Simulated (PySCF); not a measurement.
This PySCF input asks for the NMR shieldings of `F[C@@H]1C[C@@H]([SiH3])[Si@H](S)C1`, C4H11FSSi2; the geometry comes from GFN2-xTB.

```python
import basis_set_exchange as bse
import numpy as np
from pyscf import gto, dft
from pyscf.prop import nmr

atoms = """
F    -1.437596   -0.217787    2.048053
C    -1.153094   -1.065024    0.984369
C     0.356305   -1.075374    0.765165
C     0.795689    0.309345    0.274060
Si    2.533298    0.296200   -0.501716
Si   -0.653439    0.874186   -0.829712
S    -1.371928    2.845113   -0.358562
C    -1.832386   -0.514488   -0.261010
H    -1.537625   -2.047390    1.285542
H     0.576052   -1.837960    0.015719
H     0.868180   -1.349003    1.689173
H     0.832543    0.974467    1.143537
H     2.518812   -0.607521   -1.655522
H     3.494187   -0.196787    0.488365
H     2.880130    1.653143   -0.918030
H    -0.433304    0.895443   -2.269384
H    -1.698950    2.573428    0.896638
H    -2.845260   -0.196074   -0.022749
H    -1.901418   -1.304667   -1.004861
"""
names = dict.fromkeys(["F", "C", "Si", "S", "H"], "pcSseg-1")
basis = {el: gto.basis.parse(bse.get_basis(n, elements=[el], fmt="nwchem")) for el, n in names.items()}
mol = gto.M(atom=atoms, basis=basis, charge=0, verbose=0)
mf = dft.RKS(mol, xc="PBE0")
mf.grids.level = 2
mf.grids.alignment = dft.numint.BLKSIZE   # the property module wants whole blocks of grid points
mf.conv_tol = 1e-9
mf.kernel()

calc = nmr.RKS(mf)   # GIAO
C = mf.mo_coeff
Co = C[:, mf.mo_occ > 0]
resp = mf.gen_response(singlet=True, hermi=2)
def vind(x):   # induced exchange potential for any number of trial vectors
    d = np.einsum("pi,xij,qj->xpq", C, 2 * x.reshape(-1, C.shape[1], Co.shape[1]), Co, optimize=True)
    return np.einsum("xpq,pi,qj->xij", resp(d - d.transpose(0, 2, 1)), C, Co, optimize=True).ravel()
mo1, _ = nmr.rhf.solve_mo1(calc, with_cphf=vind)
sigma = calc.kernel(mo1)
for i, s in enumerate(sigma):   # ppm
    print("%2d %-2s %9.2f" % (i, mol.atom_pure_symbol(i), np.trace(s) / 3))
```

Q: What does it print?

A: 
```
 0 F     369.34
 1 C      88.71
 2 C     144.97
 3 C     178.26
 4 Si    418.12
 5 Si    333.14
 6 S     719.21
 7 C     160.35
 8 H      26.25
 9 H      30.72
10 H      29.17
11 H      31.03
12 H      28.04
13 H      27.64
14 H      27.48
15 H      26.91
16 H      31.17
17 H      30.40
18 H      30.85
```

These numbers come from an equivalent density-fitted implementation of the same equations, which agrees with the script to about 0.01 ppm for H and up to a few tenths of a ppm for heavy atoms, so last digits may differ.

Q: Turn these shieldings into chemical shifts. δ = σ(ref) − σ, references computed at the same level: CFCl3 for $^{19}$F (σref 170.95); $^{13}$C (σref 186.93), $^{29}$Si (σref 349.16), $^{1}$H (σref 31.72) against TMS; CS2 for $^{33}$S (σref 503.73).

A: Averaging equivalent atoms: F 0: -198.4; C 1: 98.2; C 2: 42.0; C 7: 26.6; C 3: 8.7; Si 5: 16.0; Si 4: -69.0; S 6: -215; H 8: 5.47; H 15: 4.81; H 12/13/14: 4.00; H 10: 2.54; H 17: 1.31; H 9: 1.00; H 18: 0.87; H 11: 0.69; H 16: 0.55 ppm. Unscaled 19F shifts against computed CFCl3 carry errors that often reach 10 to 50 ppm.

Size and cost of the density-fitted run: 212 basis functions, 47 s wall time on 1 thread of an Arm Neoverse V1, shared host; peak memory 1 GiB.
